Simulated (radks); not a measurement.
Excited configurations of the vanadium ion V2+: one electron is placed in a higher orbital outside [Ar] 3d2. The ground configuration is [Ar] 3d3. All-electron calculation, non-relativistic Kohn-Sham, r2SCAN, spin-polarised, spherical densities, point nucleus; open shells are filled with parallel spins first; meta-GGA in the generalised Kohn-Sham scheme. Program: a radial shooting solver on a logarithmic mesh with Libxc functionals. Excitation = E - E(ground); binding = E(ion) - E, where the ion is the core of charge +3; n* = 3/sqrt(2 binding) in atomic units, and the quantum defect is n - n*.

outer orbital  excitation (eV)  binding (eV)  quantum defect  eigenvalue (eV)
4s                       6.083        23.915           1.737          -20.676
4p                      11.484        18.514           1.428          -15.674
4f                      22.311         7.687           0.009           -6.158
5s                      18.493        11.505           1.738           -9.982
5d                      23.095         6.903           0.788           -5.836
5f                      24.930         5.068           0.085           -4.231
6p                      24.079         5.919           1.451           -5.135
7s                      25.522         4.476           1.770           -3.917
7p                      25.985         4.012           1.476           -3.498

The Delta-SCF ionisation energy is 29.998 eV (NIST Atomic Spectra Database: 29.311 eV, measured). Self-interaction in the functional shifts the binding energies and quantum defects, so they are the method's values and not measured ones. Open shells are spherical and high-spin; term and fine-structure splittings are not resolved.
